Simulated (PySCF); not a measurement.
# Fractional electron number in Cr²⁺ (chromium, charge +2)

The 3d alpha orbital of [Ar] 3d4 is emptied in steps (occupation f), with all orbitals relaxed, ending at [Ar] 3d3. Computed with PySCF 2.14 in def2-SVP (5s3p2d1f, 31 functions), with the non-relativistic Hamiltonian (point nucleus). The exact energy is a straight line in f; departures are measured from the line between the end points of the same method.

```json
{"f": "1", "M06-2X (eV)": "0.000"}
{"f": "0.8", "M06-2X (eV)": "-0.587"}
{"f": "0.6", "M06-2X (eV)": "-0.904"}
{"f": "0.4", "M06-2X (eV)": "-0.925"}
{"f": "0.2", "M06-2X (eV)": "-0.627"}
{"f": "0", "M06-2X (eV)": "0.000"}
```

```json
{"method": "M06-2X", "E(f=0) − E(f=1) (eV)": "32.278", "−ε at f=1 (eV)": "28.710", "−ε at f=0.4 (eV)": "32.954"}
```

Orbital energy along the path (eV):

```tsv
f	M06-2X
1	-28.710
0.8	-29.997
0.6	-31.410
0.4	-32.954
0.2	-34.588
0	-36.240
```

Reference removal energy between the ground levels: 30.959 ± 0.025 eV (measured; NIST Atomic Spectra Database, ionization energies). The calculation has no spin-orbit coupling. The determinant left behind need not be the lowest term of the ion.
